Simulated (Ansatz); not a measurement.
The cluster Al₆As. Charge 0, multiplicity 2. Geometry PBE0-D4/def2-SVP; atoms count from 1.

```
atom   x (Å)   y (Å)   z (Å)
 As1   0.491  -0.894   1.201
 Al2   0.425  -1.726  -1.147
 Al3  -1.828  -1.024   0.303
 Al4  -0.837   1.353   0.531
 Al5   1.697   1.417   1.939
 Al6   1.281   0.691  -0.833
 Al7  -1.229   0.183  -1.994
```

Another isomer (doublet) lies 0.04 eV lower at PBE0-D4/def2-TZVP; other spin states weren't run for this one.

Question: Estimate the Mulliken populations from the PBE0/def2-TZVP orbitals of Ansatz.

Answer: 
| atom | charge (e) | spin (α − β) |
| --- | --- | --- |
| As1 | -0.30 | 0.13 |
| Al2 | 0.04 | 0.00 |
| Al3 | 0.04 | 0.00 |
| Al4 | 0.01 | 0.08 |
| Al5 | 0.10 | 0.05 |
| Al6 | 0.00 | 0.08 |
| Al7 | 0.11 | 0.68 |
Mulliken values and Mayer orders depend strongly on the basis.

Question: Where does the spin sit?

Answer: Summed by element: As 0.13, Al 0.87, of 1 unpaired in all. Largest on single atoms: Al7 0.68, As1 0.13, Al6 0.08.

Question: And the Mayer bond orders between bonded heavy atoms (over 0.3)?

Answer: As1–Al2 0.75 (2.49 Å); As1–Al3 0.75 (2.49 Å); As1–Al4 0.51 (2.70 Å); As1–Al5 0.53 (2.71 Å); As1–Al6 0.51 (2.70 Å); Al2–Al3 0.42 (2.77 Å); Al2–Al6 0.56 (2.58 Å); Al2–Al7 0.55 (2.66 Å); Al3–Al4 0.55 (2.59 Å); Al3–Al7 0.55 (2.66 Å); Al4–Al5 0.36 (2.90 Å); Al4–Al6 0.51 (2.60 Å); Al4–Al7 0.41 (2.81 Å); Al5–Al6 0.36 (2.90 Å); Al6–Al7 0.41 (2.81 Å). Values over 0.3 also appear between atoms too far apart for a bond (Al2–Al4 0.38 at 3.73 Å; Al3–Al6 0.38 at 3.73 Å); they arise where an orbital or an unpaired electron spreads over both atoms.
